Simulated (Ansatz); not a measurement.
`[OH][W]([F])([Cl])([Cl])([Cl])[Cl]`, 8 atoms. The species carries charge 0 and has multiplicity 1. Correlated methods include outer-core shells of W, which these sets cover unevenly. W takes the def2 core potential. All runs use 4 threads of an Intel Xeon Platinum 8488C on a shared host. Correlated methods freeze the cores.

Q: How many basis functions does each run have, and how long does it take in Ansatz? RHF-MP2/def2-TZVPP energy; direct RPA on PBE orbitals/def2-TZVPP energy; RHF-MP2/def2-QZVPP energy; RKS PBE0-D4/def2-TZVPP energy; RKS PBE0-D4/def2-QZVPP energy; RKS PBE0-D4/def2-SVP energy; RKS SPW92 (LDA)/def2-TZVPP energy; RKS ωB97M-V/def2-SVP energy; RHF-CCSD(T)/def2-SVP energy; RKS ωB97M-V/def2-QZVPP energy; RKS PBE0-D4/def2-TZVP relaxation (19 steps); RKS PBE0-D4/def2-TZVP frequencies. (An estimate is asked.)

A: The calculation gave: Other jobs shared the machine, so times are rough.

```
                                level                    job  functions  wall time  peak host memory (GiB)
           RKS SPW92 (LDA)/def2-TZVPP                 energy        300      2.2 s                     0.6
                 RKS PBE0-D4/def2-SVP                 energy        137      2.5 s                     0.4
               RKS PBE0-D4/def2-TZVPP                 energy        300      6.5 s                     1.5
                   RHF-MP2/def2-TZVPP                 energy        300        7 s                       1
                 RKS ωB97M-V/def2-SVP                 energy        137      8.5 s                    0.59
direct RPA on PBE orbitals/def2-TZVPP                 energy        300       15 s                       1
               RKS PBE0-D4/def2-QZVPP                 energy        505       20 s                     3.2
                 RHF-CCSD(T)/def2-SVP                 energy        137       20 s                       1
                   RHF-MP2/def2-QZVPP                 energy        505       28 s                     3.5
               RKS ωB97M-V/def2-QZVPP                 energy        505       33 s                     3.2
                RKS PBE0-D4/def2-TZVP  relaxation (19 steps)        256      2 min                     1.1
                RKS PBE0-D4/def2-TZVP            frequencies        256    4.8 min                     1.1
```
